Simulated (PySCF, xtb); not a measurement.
SeCl2, SMILES Cl[Se]Cl.

Geometry optimised at ωB97X-D3(BJ)/def2-TZVP. The isomer is the one that the SMILES or the coordinates give; other isomers of the formula were not compared.

Method: C-PCM-B3LYP/def2-SVP (PySCF).

The values are the electrostatic part of the solvation free energy, E(continuum) − E(gas) at the gas-phase geometry, in a cavity of scaled van der Waals radii (PySCF's table); cavitation and dispersion terms are not included. In vacuum the orbital gap is 4.09 eV. The dipole moment in vacuum is 1.09 D.

Q: Estimate the values in water (ε = 78.36), n-hexane (ε = 1.88), dichloromethane (ε = 8.93). (Estimate from the structure and the level; the computed values follow.)

A: 
```json
[
 {"solvent": "water", "ε": "78.36", "ΔG(elec) (kcal/mol)": "-1.7", "dipole (D)": "1.46", "gap (eV)": "4.14"},
 {"solvent": "n-hexane", "ε": "1.88", "ΔG(elec) (kcal/mol)": "-0.8", "dipole (D)": "1.24", "gap (eV)": "4.11"},
 {"solvent": "dichloromethane", "ε": "8.93", "ΔG(elec) (kcal/mol)": "-1.5", "dipole (D)": "1.41", "gap (eV)": "4.14"}
]
```

For comparison, GFN2-xTB/ALPB(water) (xtb, at the GFN2-xTB geometry, all terms of that model) gives 0.7 kcal/mol.
